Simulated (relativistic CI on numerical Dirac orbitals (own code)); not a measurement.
# Ligand-field terms of d7

Computed with a parametric ligand-field model of a d^n configuration (Racah B and C, spin-orbit zeta, crystal field), exact diagonalisation.

Field parameters in Wybourne normalisation: Oh B⁴₀ = 21Dq, B⁴₄ = √(5/14) B⁴₀. The field is a parameter set, without covalency.

B = 340 cm⁻¹, C = 1500 cm⁻¹ (C/B = 4.41), Oh, no spin-orbit coupling. Tanabe-Sugano data, E/B above the lowest term (Δ = |10Dq|; b, c mark the second and third term of a kind):

```
 Δ/B    4T1    4T2     4A2  4T1(b)     2E    2T1    2T2  2T1(b)
 1.0   0.00   0.81    1.81   15.62  17.55  17.82  17.62   22.44
 5.0   0.00   4.22    9.22   18.44  15.18  18.58  18.58   23.16
 9.0   0.00   7.82   16.82   21.63  11.53  18.54  18.92   23.68
13.0   0.00  11.53   24.53   25.06   7.70  18.41  19.01   24.02
17.0   0.00  15.32   32.32   28.64   3.81  18.28  19.02   24.26
21.0   0.10  19.26   40.26   32.42   0.00  18.28  19.11   24.54
25.0   4.04  27.07   52.07   40.09   0.00  22.12  23.02   28.60
29.0   7.98  34.91   63.91   47.83   0.00  25.99  26.94   32.64
33.0  11.94  42.78   75.78   55.62   0.00  29.87  30.87   36.67
37.0  15.90  50.67   87.67   63.44   0.00  33.78  34.81   40.68
41.0  19.86  58.57   99.57   71.28   0.00  37.70  38.75   44.70
45.0  23.83  66.49  111.49   79.15   0.00  41.62  42.70   48.70
```

The ground term changes from 4T1 to 2E between Δ/B = 17.0 and 21.0.
